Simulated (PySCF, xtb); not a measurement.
SnF₄, SMILES [F][Sn]([F])([F])[F].

Harmonic wavenumbers (cm⁻¹) from xtb 6.7.1 with GFN2-xTB at its own minimum, in rising order: 74, 74, 97, 97, 97, 242, 452, 452, 452.

Problem. What does PBE0-D3(BJ)/def2-SVP (PySCF) give at its own minimum? (Estimate from the structure and the level; the computed values follow.)

Solution. 136, 136, 183, 183, 183, 647, 695, 695, 695. Paired by order, the mean absolute difference is 168 cm⁻¹ and the zero-point energies are 2.9 and 5.1 kcal/mol.
